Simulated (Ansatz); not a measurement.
Basis-set extrapolation for C2H8SSi (`[SiH3]CCS`) (PBE0-D4/def2-TZVP geometry, frozen core, Ansatz). Multiplicity 1, RHF reference.

```json
{"": "HF", "def2-TZVPP": "-766.905476", "def2-QZVPP": "-766.929845"}
{"": "MP2 correlation", "def2-TZVPP": "-0.661713", "def2-QZVPP": "-0.708755"}
{"": "CCSD(T) correlation", "def2-TZVPP": "-0.752255", "def2-QZVPP": "not run"}
```

Energies in hartree. Use E(X) = E(∞) + A·exp(−7.88·√X) for Hartree–Fock and E(X) = E(∞) + B·X^(−2.97) for correlation, with X = 3 and 4, and add CCSD(T) minus MP2 of the smaller set to the MP2 limit.

Problem. What is the CCSD(T) energy at the basis-set limit?

Solution. HF limit: -766.929845 + (-0.024369) × 0.13774 = -766.93320. MP2 limit: -0.708755 + (-0.047042) × 0.74074 = -0.74360. Higher-order term: -0.752255 − (-0.661713) = -0.09054. Total: -767.76734 hartree, 68.8 kcal/mol below CCSD(T)/def2-TZVPP.
